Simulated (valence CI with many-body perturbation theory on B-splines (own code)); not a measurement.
S+: E2, E3, M1, M2 decay

Computed by relativistic CI+MBPT: five valence electrons over a frozen Dirac-Fock core [Ne], a basis of 10 s, 10 p, 9 d, 7 f, 4 g, 2 h functions for each j, with the one-electron correlation potential Σ1, the two-electron term Σ2, the three-electron term Σ3, Breit, model QED; selected CI, second order for the rest, scaled by the run's own slope (own B-spline code, finite nucleus).

Set against measurement, 49 paired levels are off by 60 cm⁻¹ on average, the worst by 187. Among the levels kept, up to 890 cm⁻¹ of a level comes from second order outside the variational space, and about a tenth of that is noise between levels of different J, which matters for small intervals.

Lines 1 to 23 of 23 in falling wavelength, among levels below 136242 cm⁻¹, chosen from the decays that carry over 1 % of a level's rate. Wavelengths and rates use the calculated energies, so an error of 60 cm⁻¹ moves a line at 17590 Å by 1.1 % and its rate by three times that or more. Electric multipoles are in the length gauge, E1 and E2 with the static RPA response of the core. Weak lines are less certain than strong ones. Lines between different terms over intervals too small for the method are left out, as are lines whose strength nearly cancels.

Names give the largest LS component (configuration and term), which can be under half, so a name can repeat, a term be missing and a line seem to break the LS rules; names also repeat where a configuration has a term twice.

| λ vac (Å) | λ from measured levels | Upper | Lower | Type | A (s⁻¹) | Branch % |
| --- | --- | --- | --- | --- | --- | --- |
| 17590 | 17860 | 3s2 3p2 3d 2G_9/2 | 3s2 3p2 4s 2D_5/2 | E2 | 2.22e-02 | 1.0 |
| 10300 | 10370 | 3s2 3p3 2P°_1/2 | 3s2 3p3 2D°_5/2 | E2 | 6.97e-02 | 22.0 |
| 10270 | 10340 | 3s2 3p3 2P°_1/2 | 3s2 3p3 2D°_3/2 | E2 | 1.06e-01 | 33.3 |
| 10270 | 10340 | 3s2 3p3 2P°_1/2 | 3s2 3p3 2D°_3/2 | M1 | 4.67e-02 | 14.7 |
| 10250 | 10320 | 3s2 3p3 2P°_3/2 | 3s2 3p3 2D°_5/2 | E2 | 1.24e-01 | 23.2 |
| 10250 | 10320 | 3s2 3p3 2P°_3/2 | 3s2 3p3 2D°_5/2 | M1 | 4.23e-02 | 8.0 |
| 10220 | 10290 | 3s2 3p3 2P°_3/2 | 3s2 3p3 2D°_3/2 | M1 | 7.57e-02 | 14.2 |
| 10220 | 10290 | 3s2 3p3 2P°_3/2 | 3s2 3p3 2D°_3/2 | E2 | 5.31e-02 | 10.0 |
| 8349 | 8444 | 3s2 3p2 3d 2G_9/2 | 3s2 3p2 3d 2F_7/2 | E2 | 2.95e-02 | 1.4 |
| 6678 | 6733 | 3s2 3p3 2D°_3/2 | 3s2 3p3 4S°_3/2 | M1 | 7.87e-04 | 82.4 |
| 6678 | 6733 | 3s2 3p3 2D°_3/2 | 3s2 3p3 4S°_3/2 | E2 | 1.68e-04 | 17.6 |
| 6665 | 6718 | 3s2 3p3 2D°_5/2 | 3s2 3p3 4S°_3/2 | E2 | 2.60e-04 | 93.4 |
| 6665 | 6718 | 3s2 3p3 2D°_5/2 | 3s2 3p3 4S°_3/2 | M1 | 1.82e-05 | 6.5 |
| 6045 | 6112 | 3s2 3p2 3d 2G_9/2 | 3s2 3p2 3d 4F_9/2 | M1 | 6.87e-02 | 3.2 |
| 5955 | 6017 | 3s2 3p2 3d 2G_9/2 | 3s2 3p2 3d 4F_7/2 | M1 | 2.63e-02 | 1.2 |
| 4047 | 4078 | 3s2 3p3 2P°_1/2 | 3s2 3p3 4S°_3/2 | M1 | 9.50e-02 | 30.0 |
| 4039 | 4070 | 3s2 3p3 2P°_3/2 | 3s2 3p3 4S°_3/2 | M1 | 2.37e-01 | 44.6 |
| 3403 | 3424 | 3s2 3p2 3d 2G_9/2 | 3s 3p4 2D_5/2 | E2 | 1.85e+00 | 85.7 |
| 3180 | 3188 | 3s2 3p2 3d 4F_9/2 | 3s 3p4 4P_5/2 | E2 | 6.54e-01 | 69.5 |
| 1044 | 1043 | 3s2 3p2 3d 4F_9/2 | 3s2 3p3 2D°_5/2 | M2 | 2.57e-01 | 27.3 |
| 903.0 | 902.8 | 3s2 3p2 3d 4F_9/2 | 3s2 3p3 4S°_3/2 | E3 | 3.05e-02 | 3.2 |
| 890.6 | 890.9 | 3s2 3p2 3d 2G_9/2 | 3s2 3p3 2D°_5/2 | M2 | 9.68e-02 | 4.5 |
| 890.6 | 890.9 | 3s2 3p2 3d 2G_9/2 | 3s2 3p3 2D°_5/2 | E3 | 2.56e-02 | 1.2 |
